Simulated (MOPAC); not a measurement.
MOPAC input (MNDO):

```
MNDO PRECISE GNORM=0.05 LET XYZ UHF MS=0.5 GEO-OK AUX(PRECISION=9) THREADS=1
H2GaO2

Ga    0.18546200 1    0.18053700 1    0.23164000 1
O     0.73810100 1   -0.14044200 1   -1.46414500 1
H     1.59968300 1    0.23476100 1   -1.67558300 1
O    -1.43790800 1   -0.54078400 1    0.59009200 1
H    -1.75054200 1   -0.38161400 1    1.48716100 1
```

From the output:

```
                                                       MOPAC v23.2.5 Linux

          FINAL HEAT OF FORMATION =        -48.07319 KCAL/MOL =    -201.13824 KJ/MOL

          COSMO AREA              =         88.18 SQUARE ANGSTROMS
          COSMO VOLUME            =         69.96 CUBIC ANGSTROMS

          GRADIENT NORM           =          0.01776          =       0.00794 PER ATOM
          IONIZATION POTENTIAL    =         10.472308 EV
          ALPHA SOMO LUMO (EV)    =        -10.472  0.270
          BETA  SOMO LUMO (EV)    =        -10.725 -3.125
          NO. OF ALPHA ELECTRONS  =          9
          NO. OF BETA  ELECTRONS  =          8
          MOLECULAR WEIGHT        =        103.7496         POINT GROUP:  C2v

          MOLECULAR DIMENSIONS (Angstroms)

            Atom       Atom       Distance
            H     5    H     3     4.45592
            O     2   Ga     1     1.19618
            H     5    O     2     0.00000

          SCF CALCULATIONS        =         15

   ATOM   CHEMICAL          X               Y               Z
  NUMBER   SYMBOL      (ANGSTROMS)     (ANGSTROMS)     (ANGSTROMS)

     1      Ga          0.24480915  *   0.23830069  *   0.30574280  *
     2       O          0.62741581  *  -0.19552175  *  -1.45609024  *
     3       H          1.45872674  *   0.15230972  *  -1.69951259  *
     4       O         -1.41515628  *  -0.57129891  *   0.47221974  *
     5       H         -1.75288663  *  -0.43861082  *   1.33224356  *

                             CARTESIAN COORDINATES

   1   Ga        0.244809151     0.238300691     0.305742801
   2    O        0.627415806    -0.195521750    -1.456090240
   3    H        1.458726737     0.152309722    -1.699512592
   4    O       -1.415156283    -0.571298908     0.472219738
   5    H       -1.752886632    -0.438610821     1.332243564

           Empirical Formula: H2 O2 Ga  =     5 atoms

      MOLECULAR POINT GROUP   :   C2v

          ALPHA EIGENVALUES
 -37.27374 -37.21692 -16.64856 -15.53260 -12.45407 -11.62025 -11.41959 -10.56235
 -10.47231   0.26992   1.97002   2.10776   7.30833   7.45857

           BETA EIGENVALUES
 -37.38768 -37.36945 -16.54534 -15.53978 -12.35486 -11.45074 -10.94474 -10.72541
  -3.12500   1.02256   2.17270   2.56061   7.29266   7.44724

              NET ATOMIC CHARGES AND DIPOLE CONTRIBUTIONS

  ATOM NO.   TYPE          CHARGE      No. of ELECS.   s-Pop       p-Pop
    1         Ga           0.732927        2.2671     0.93665     1.33042
    2          O          -0.510503        6.5105     1.82626     4.68424
    3          H           0.144049        0.8560     0.85595
    4          O          -0.510539        6.5105     1.82625     4.68429
    5          H           0.144066        0.8559     0.85593
 DIPOLE           X         Y         Z       TOTAL
 POINT-CHG.     2.590     2.521     3.235     4.851
 HYBRID         0.296     0.289     0.370     0.555
 SUM            2.886     2.810     3.605     5.406

          ATOMIC ORBITAL ELECTRON POPULATIONS

     Atom    s        px        py        pz
    1 Ga   0.93665   0.50137   0.30228   0.52677
    2  O   1.82626   1.35030   1.77893   1.55502
    3  H   0.85595
    4  O   1.82625   1.54809   1.81437   1.32183
    5  H   0.85593

                    (SZ)    =    0.500000
                    (S**2)  =    0.759916

          ATOMIC ORBITAL SPIN POPULATIONS

    Atom   Total    s     px     py     pz
         Atomic
    1 Ga  1.1035  0.895  0.071  0.055  0.083
    2  O -0.0535  0.003 -0.003 -0.016 -0.037
    3  H  0.0017  0.002
    4  O -0.0535  0.003 -0.032 -0.021 -0.003
    5  H  0.0017  0.002

 **********************
 *                    *
 * JOB ENDED NORMALLY *
 *                    *
 **********************

 == MOPAC DONE ==
```

The geometry given is a B3LYP-D3(BJ)/def2-TZVP minimum.
